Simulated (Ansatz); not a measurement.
One change: `[CH3][Ti-]1([OH])([F])[O]C=CC=[O+]1` becomes `[Li-]1[O]C=CC=[O+]1`.

Ansatz, PBE0-D4/def2-TZVP geometries, multiplicity 1. Each molecule was computed in one conformer, which needn't be the lowest.

Scalar relativity is left out up to krypton.

```
                                                                                  property  `[CH3][Ti-]1([OH])([F])[O]C=CC=[O+]1`
                                                         HOMO energy (PBE/def2-TZVPP) / eV                                  -6.18
                                                     HOMO energy (ωB97M-V/def2-TZVPP) / eV                                  -9.82
ideal-gas entropy at 298 K and 1 bar (rigid rotor, harmonic PBE0-D4/def2-TZVP) / J/(mol·K)                                    442
                                                        LUMO energy (PBE0/def2-TZVPP) / eV                                  -2.33
                                                   HOMO–LUMO gap (ωB97M-V/def2-TZVPP) / eV                                   9.62
                                            size of the dipole moment (PBE/def2-TZVPP) / D                                   3.20
```

**Question.** Give the same properties after the change, and the shifts. (An estimate is asked.)

**Answer.** The calculation gave: 
```tsv
property	`[Li-]1[O]C=CC=[O+]1`	shift
HOMO energy (PBE/def2-TZVPP) / eV	-5.40	0.78
HOMO energy (ωB97M-V/def2-TZVPP) / eV	-8.52	1.30
ideal-gas entropy at 298 K and 1 bar (rigid rotor, harmonic PBE0-D4/def2-TZVP) / J/(mol·K)	301	-141
LUMO energy (PBE0/def2-TZVPP) / eV	-0.96	1.37
HOMO–LUMO gap (ωB97M-V/def2-TZVPP) / eV	8.71	-0.91
size of the dipole moment (PBE/def2-TZVPP) / D	1.80	-1.40
```

With PBE0 the HOMO rises by 1.16 eV and the LUMO rises by 1.37 eV, so the gap widens by about 0.21 eV. PBE moves the HOMO by 0.78 eV and ωB97M-V by 1.30 eV. The zero-point energy changes by -131.8 kJ/mol with -21 modes. Dipoles are sizes alone; their direction can turn.
